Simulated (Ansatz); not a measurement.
The multiplicity is imposed and other spin states were not computed.

These are r2SCAN-D4/def2-SVP (Ansatz, a quantum-chemistry and plane-wave program) values and carry that method's errors. No frequencies were computed at this level.

Ansatz 0.2 input:
```yaml
crystal:
  periodic: [false, false, false]
  atoms:
    - { symbol: Hf, position_ang: [-0.438567, -0.383923, 0.051788] }
    - { symbol: O, position_ang: [0.639166, -1.561331, -0.884797] }
    - { symbol: C, position_ang: [1.317964, -0.783354, -1.838238] }
    - { symbol: H, position_ang: [0.60811, -0.397962, -2.591799] }
    - { symbol: H, position_ang: [2.068162, -1.404788, -2.343602] }
    - { symbol: H, position_ang: [1.828613, 0.064427, -1.343244] }
    - { symbol: O, position_ang: [-1.466425, 0.621963, -1.123764] }
    - { symbol: C, position_ang: [-2.142401, 1.663001, -0.477679] }
    - { symbol: H, position_ang: [-2.729581, 1.281379, 0.378859] }
    - { symbol: H, position_ang: [-2.837862, 2.131786, -1.184971] }
    - { symbol: H, position_ang: [-1.430502, 2.433324, -0.135596] }
    - { symbol: O, position_ang: [0.611138, 0.822742, 1.002491] }
    - { symbol: C, position_ang: [0.210909, 1.07619, 2.321301] }
    - { symbol: H, position_ang: [-0.852165, 1.374476, 2.366918] }
    - { symbol: H, position_ang: [0.81533, 1.899032, 2.723128] }
    - { symbol: H, position_ang: [0.370138, 0.190988, 2.958242] }
    - { symbol: Cl, position_ang: [-1.857858, -1.362613, 1.49601] }
basis:
  gaussian: { orbitals: def2-svp }
hamiltonian:
  xc: r2scan
  dispersion: d4
relax:
  max_steps: 150
```

Output:

```
[...]
1934 factors; their error is unknown
mean field -23218.99526396 eV, -853.2823375503 hartree, gradient 1.5e-5 eV, S^2 0.000000; 0 other end points of the search recorded, 0 dependent functions left out
reference -23218.99529166 eV, -853.2823385683 hartree; 40, 40 occupied and 139, 139 virtual orbitals, 1934 factors
relax step  15: F+E_penalty+E_count = -23219.09052843 eV  Δ(F+E_penalty+E_count) = +6.590e-5 eV  max|allowed force component| = 2.111e-1 eV/Å  Δτ_max = 0.0647 Å  (32 SCF iters, rejected (line search))
these checks for a lower state are left out or cut short: starts, cluster_reference, orbital_swaps, neighbouring_geometries, increment
1934 factors; their error is unknown
mean field evaluation 128: about -23219.0957 eV, gradient 2.7e0 eV
mean field -23218.99650819 eV, -853.2823832748 hartree, gradient 9.4e-6 eV, S^2 0.000000; 0 other end points of the search recorded, 0 dependent functions left out
reference -23218.99653584 eV, -853.2823842911 hartree; 40, 40 occupied and 139, 139 virtual orbitals, 1934 factors
relax step  16: F+E_penalty+E_count = -23219.09193546 eV  Δ(F+E_penalty+E_count) = -1.341e-3 eV  max|allowed force component| = 1.164e-2 eV/Å  Δτ_max = 0.0313 Å  (31 SCF iters, accepted)
these checks for a lower state are left out or cut short: starts, cluster_reference, orbital_swaps, neighbouring_geometries, increment
1934 factors; their error is unknown
mean field -23218.99873016 eV, -853.2824649308 hartree, gradient 8.9e-6 eV, S^2 0.000000; 0 other end points of the search recorded, 0 dependent functions left out
reference -23218.99875787 eV, -853.2824659489 hartree; 40, 40 occupied and 139, 139 virtual orbitals, 1934 factors
relax step  17: F+E_penalty+E_count = -23219.09395446 eV  Δ(F+E_penalty+E_count) = -2.019e-3 eV  max|allowed force component| = 5.715e-2 eV/Å  Δτ_max = 0.0978 Å  (30 SCF iters, accepted)
these checks for a lower state are left out or cut short: starts, cluster_reference, orbital_swaps, neighbouring_geometries, increment
1934 factors; their error is unknown
mean field -23218.99927984 eV, -853.2824851312 hartree, gradient 9.6e-6 eV, S^2 0.000000; 0 other end points of the search recorded, 0 dependent functions left out
reference -23218.99930756 eV, -853.2824861499 hartree; 40, 40 occupied and 139, 139 virtual orbitals, 1934 factors
relax step  18: F+E_penalty+E_count = -23219.09441611 eV  Δ(F+E_penalty+E_count) = -4.617e-4 eV  max|allowed force component| = 6.427e-2 eV/Å  Δτ_max = 0.0567 Å  (31 SCF iters, accepted)
these checks for a lower state are left out or cut short: starts, cluster_reference, orbital_swaps, neighbouring_geometries, increment
1934 factors; their error is unknown
mean field -23219.00002835 eV, -853.2825126385 hartree, gradient 9.1e-6 eV, S^2 0.000000; 0 other end points of the search recorded, 0 dependent functions left out
reference -23219.00005606 eV, -853.2825136568 hartree; 40, 40 occupied and 139, 139 virtual orbitals, 1934 factors
relax step  19: F+E_penalty+E_count = -23219.09518679 eV  Δ(F+E_penalty+E_count) = -7.707e-4 eV  max|allowed force component| = 3.697e-2 eV/Å  Δτ_max = 0.0171 Å  (32 SCF iters, accepted)
these checks for a lower state are left out or cut short: starts, cluster_reference, orbital_swaps, neighbouring_geometries, increment
1934 factors; their error is unknown
mean field evaluation 160: about -23219.0005 eV, gradient 6.4e-4 eV
mean field -23219.00046099 eV, -853.2825285376 hartree, gradient 9.1e-6 eV, S^2 0.000000; 0 other end points of the search recorded, 0 dependent functions left out
reference -23219.00048868 eV, -853.2825295552 hartree; 40, 40 occupied and 139, 139 virtual orbitals, 1934 factors
relax step  20: F+E_penalty+E_count = -23219.09564758 eV  Δ(F+E_penalty+E_count) = -4.608e-4 eV  max|allowed force component| = 2.194e-3 eV/Å  Δτ_max = 0.0220 Å  (31 SCF iters, accepted)
these checks for a lower state are left out or cut short: starts, cluster_reference, orbital_swaps, neighbouring_geometries, increment
1934 factors; their error is unknown
mean field -23219.00087400 eV, -853.2825437153 hartree, gradient 9.3e-6 eV, S^2 0.000000; 0 other end points of the search recorded, 0 dependent functions left out
reference -23219.00090165 eV, -853.2825447316 hartree; 40, 40 occupied and 139, 139 virtual orbitals, 1934 factors
relax step  21: F+E_penalty+E_count = -23219.09606930 eV  Δ(F+E_penalty+E_count) = -4.217e-4 eV  max|allowed force component| = 2.483e-2 eV/Å  Δτ_max = 0.0498 Å  (31 SCF iters, accepted)
these checks for a lower state are left out or cut short: starts, cluster_reference, orbital_swaps, neighbouring_geometries, increment
1934 factors; their error is unknown
mean field -23219.00097924 eV, -853.2825475831 hartree, gradient 9.3e-6 eV, S^2 0.000000; 0 other end points of the search recorded, 0 dependent functions left out
reference -23219.00100686 eV, -853.2825485979 hartree; 40, 40 occupied and 139, 139 virtual orbitals, 1934 factors
relax step  22: F+E_penalty+E_count = -23219.09617876 eV  Δ(F+E_penalty+E_count) = -1.095e-4 eV  max|allowed force component| = 6.641e-2 eV/Å  Δτ_max = 0.0553 Å  (31 SCF iters, accepted)
these checks for a lower state are left out or cut short: starts, cluster_reference, orbital_swaps, neighbouring_geometries, increment
1934 factors; their error is unknown
mean field -23219.00140057 eV, -853.2825630664 hartree, gradient 9.2e-6 eV, S^2 0.000000; 0 other end points of the search recorded, 0 dependent functions left out
reference -23219.00142818 eV, -853.2825640813 hartree; 40, 40 occupied and 139, 139 virtual orbitals, 1934 factors
relax step  23: F+E_penalty+E_count = -23219.09659995 eV  Δ(F+E_penalty+E_count) = -4.212e-4 eV  max|allowed force component| = 2.498e-2 eV/Å  Δτ_max = 0.0081 Å  (33 SCF iters, accepted)
these checks for a lower state are left out or cut short: starts, cluster_reference, orbital_swaps, neighbouring_geometries, increment
1934 factors; their error is unknown
mean field -23219.00163801 eV, -853.2825717924 hartree, gradient 9.2e-6 eV, S^2 0.000000; 0 other end points of the search recorded, 0 dependent functions left out
reference -23219.00166563 eV, -853.2825728072 hartree; 40, 40 occupied and 139, 139 virtual orbitals, 1934 factors
relax step  24: F+E_penalty+E_count = -23219.09684018 eV  Δ(F+E_penalty+E_count) = -2.402e-4 eV  max|allowed force component| = 1.426e-3 eV/Å  Δτ_max = 0.0163 Å  (32 SCF iters, accepted)
these checks for a lower state are left out or cut short: starts, cluster_reference, orbital_swaps, neighbouring_geometries, increment
1934 factors; their error is unknown
mean field evaluation 192: about -23219.1088 eV, gradient 3.6e-2 eV
mean field -23219.00198486 eV, -853.2825845388 hartree, gradient 9.0e-6 eV, S^2 0.000000; 0 other end points of the search recorded, 0 dependent functions left out
reference -23219.00201244 eV, -853.2825855522 hartree; 40, 40 occupied and 139, 139 virtual orbitals, 1934 factors
relax step  25: F+E_penalty+E_count = -23219.09721413 eV  Δ(F+E_penalty+E_count) = -3.740e-4 eV  max|allowed force component| = 3.703e-2 eV/Å  Δτ_max = 0.0638 Å  (31 SCF iters, accepted)
these checks for a lower state are left out or cut short: starts, cluster_reference, orbital_swaps, neighbouring_geometries, increment
1934 factors; their error is unknown
mean field -23219.00207433 eV, -853.2825878267 hartree, gradient 9.2e-6 eV, S^2 0.000000; 0 other end points of the search recorded, 0 dependent functions left out
reference -23219.00210189 eV, -853.2825888396 hartree; 40, 40 occupied and 139, 139 virtual orbitals, 1934 factors
relax step  26: F+E_penalty+E_count = -23219.09729891 eV  Δ(F+E_penalty+E_count) = -8.477e-5 eV  max|allowed force component| = 6.340e-2 eV/Å  Δτ_max = 0.0496 Å  (31 SCF iters, accepted)
these checks for a lower state are left out or cut short: starts, cluster_reference, orbital_swaps, neighbouring_geometries, increment
1934 factors; their error is unknown
mean field -23219.00247036 eV, -853.2826023808 hartree, gradient 9.1e-6 eV, S^2 0.000000; 0 other end points of the search recorded, 0 dependent functions left out
reference -23219.00249792 eV, -853.2826033934 hartree; 40, 40 occupied and 139, 139 virtual orbitals, 1934 factors
relax step  27: F+E_penalty+E_count = -23219.09769910 eV  Δ(F+E_penalty+E_count) = -4.002e-4 eV  max|allowed force component| = 2.792e-2 eV/Å  Δτ_max = 0.0085 Å  (34 SCF iters, accepted)
these checks for a lower state are left out or cut short: starts, cluster_reference, orbital_swaps, neighbouring_geometries, increment
1934 factors; their error is unknown
mean field -23219.00270470 eV, -853.2826109922 hartree, gradient 9.1e-6 eV, S^2 0.000000; 0 other end points of the search recorded, 0 dependent functions left out
reference -23219.00273224 eV, -853.2826120047 hartree; 40, 40 occupied and 139, 139 virtual orbitals, 1934 factors
relax step  28: F+E_penalty+E_count = -23219.09793679 eV  Δ(F+E_penalty+E_count) = -2.377e-4 eV  max|allowed force component| = 1.671e-3 eV/Å  Δτ_max = 0.0194 Å  (32 SCF iters, accepted)
these checks for a lower state are left out or cut short: starts, cluster_reference, orbital_swaps, neighbouring_geometries, increment
1934 factors; their error is unknown
mean field evaluation 224: about -23219.0030 eV, gradient 2.7e-5 eV
mean field -23219.00299450 eV, -853.2826216424 hartree, gradient 2.7e-5 eV, S^2 0.000000; 0 other end points of the search recorded, 0 dependent functions left out
reference -23219.00302202 eV, -853.2826226536 hartree; 40, 40 occupied and 139, 139 virtual orbitals, 1934 factors
relax step  29: F+E_penalty+E_count = -23219.09823493 eV  Δ(F+E_penalty+E_count) = -2.981e-4 eV  max|allowed force component| = 4.870e-2 eV/Å  Δτ_max = 0.0677 Å  (30 SCF iters, accepted)
these checks for a lower state are left out or cut short: starts, cluster_reference, orbital_swaps, neighbouring_geometries, increment
1934 factors; their error is unknown
mean field -23219.00313076 eV, -853.2826266499 hartree, gradient 9.2e-6 eV, S^2 0.000000; 0 other end points of the search recorded, 0 dependent functions left out
reference -23219.00315826 eV, -853.2826276606 hartree; 40, 40 occupied and 139, 139 virtual orbitals, 1934 factors
relax step  30: F+E_penalty+E_count = -23219.09835669 eV  Δ(F+E_penalty+E_count) = -1.218e-4 eV  max|allowed force component| = 7.787e-2 eV/Å  Δτ_max = 0.0562 Å  (31 SCF iters, accepted)
these checks for a lower state are left out or cut short: starts, cluster_reference, orbital_swaps, neighbouring_geometries, increment
1934 factors; their error is unknown
mean field -23219.00351982 eV, -853.2826409477 hartree, gradient 9.1e-6 eV, S^2 0.000000; 0 other end points of the search recorded, 0 dependent functions left out
reference -23219.00354732 eV, -853.2826419582 hartree; 40, 40 occupied and 139, 139 virtual orbitals, 1934 factors
relax step  31: F+E_penalty+E_count = -23219.09874720 eV  Δ(F+E_penalty+E_count) = -3.905e-4 eV  max|allowed force component| = 3.071e-2 eV/Å  Δτ_max = 0.0112 Å  (33 SCF iters, accepted)
these checks for a lower state are left out or cut short: starts, cluster_reference, orbital_swaps, neighbouring_geometries, increment
1934 factors; their error is unknown
mean field -23219.00375009 eV, -853.2826494099 hartree, gradient 9.1e-6 eV, S^2 0.000000; 0 other end points of the search recorded, 0 dependent functions left out
reference -23219.00377759 eV, -853.2826504202 hartree; 40, 40 occupied and 139, 139 virtual orbitals, 1934 factors
relax step  32: F+E_penalty+E_count = -23219.09897851 eV  Δ(F+E_penalty+E_count) = -2.313e-4 eV  max|allowed force component| = 1.822e-3 eV/Å  Δτ_max = 0.0220 Å  (32 SCF iters, accepted)
1934 factors; their error is unknown
mean field evaluation 256: about -23219.1149 eV, gradient 3.0e-1 eV
mean field -23219.00375009 eV, -853.2826494099 hartree, gradient 9.3e-6 eV, S^2 0.000000; 1 other end points of the search recorded, 0 dependent functions left out
reference -23219.00377759 eV, -853.2826504202 hartree; 40, 40 occupied and 139, 139 virtual orbitals, 1934 factors
Total energy: -23219.09900601 eV, -853.2861500002 hartree
Atom 0 at    -0.711342    -0.308398     0.294260 Å, force    -0.000405    -0.000333     0.000211 eV/Å
Atom 1 at     0.617203    -0.653613    -1.055688 Å, force    -0.000009     0.000054    -0.000063 eV/Å
Atom 2 at     1.599720    -0.807991    -2.028152 Å, force    -0.000221    -0.000045     0.000276 eV/Å
Atom 3 at     1.347916    -0.236921    -2.939983 Å, force     0.000152     0.000029    -0.000013 eV/Å
Atom 4 at     1.704256    -1.871055    -2.308883 Å, force    -0.000300    -0.000006    -0.000213 eV/Å
Atom 5 at     2.579871    -0.453585    -1.661154 Å, force     0.000022    -0.000492    -0.000107 eV/Å
Atom 6 at    -2.017608     0.932402    -0.384687 Å, force     0.000108     0.000698     0.000245 eV/Å
Atom 7 at    -2.894155     1.887956    -0.888722 Å, force     0.000275    -0.000325     0.000156 eV/Å
Atom 8 at    -3.892089     1.783278    -0.427188 Å, force    -0.000963    -0.001323    -0.001428 eV/Å
Atom 9 at    -3.010253     1.779747    -1.982045 Å, force     0.001732     0.001033    -0.000446 eV/Å
Atom 10 at    -2.527813     2.909836    -0.682586 Å, force    -0.001223     0.000082     0.001822 eV/Å
Atom 11 at     0.133941     0.433438     1.856614 Å, force     0.000402    -0.000219     0.000377 eV/Å
Atom 12 at     0.761985     1.032458     2.943603 Å, force     0.000111     0.000094    -0.000258 eV/Å
Atom 13 at     0.316373     2.019181     3.164404 Å, force     0.000292     0.000208    -0.000474 eV/Å
Atom 14 at     1.839498     1.178693     2.747419 Å, force     0.000090    -0.000013    -0.000196 eV/Å
Atom 15 at     0.661413     0.402740     3.845387 Å, force     0.000315     0.000754     0.000450 eV/Å
Atom 16 at    -1.794750    -2.362830     0.882451 Å, force    -0.000378    -0.000196    -0.000341 eV/Å
Dipole moment:     0.344263     0.657356    -0.184641 e Å
```

Cost: roughly 8 core-minutes.
